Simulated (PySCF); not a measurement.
Correlation energy of In (indium, neutral)

[Kr] 4d10 5s1 5p1 5d1, one real determinant (an excited configuration). Calculation: PySCF 2.14, in aug-cc-pVQZ-PP with one added diffuse shell each of s, p, d, f, g type with ECP28MDF (8s8p6d4f3g, 117 functions); scalar relativity through the core potential. Frozen: 4s2 4p6 4d10; 3 electrons correlated.

MP2 pair energies summed by pair of shells (mhartree):

| pair | energy | share (%) |
| --- | --- | --- |
| 5s-5p | -2.22 | 44.5 |
| 5p-5d | -1.41 | 28.3 |
| 5s-5d | -1.36 | 27.2 |

Total MP2 correlation energy: -4.99 mhartree.

Same-spin part -4.99 and opposite-spin part 0.00 mhartree; SCS-MP2 scales them by 1/3 and 6/5 to -1.66 mhartree.

The reference is one real determinant that mixes LS terms of this configuration.
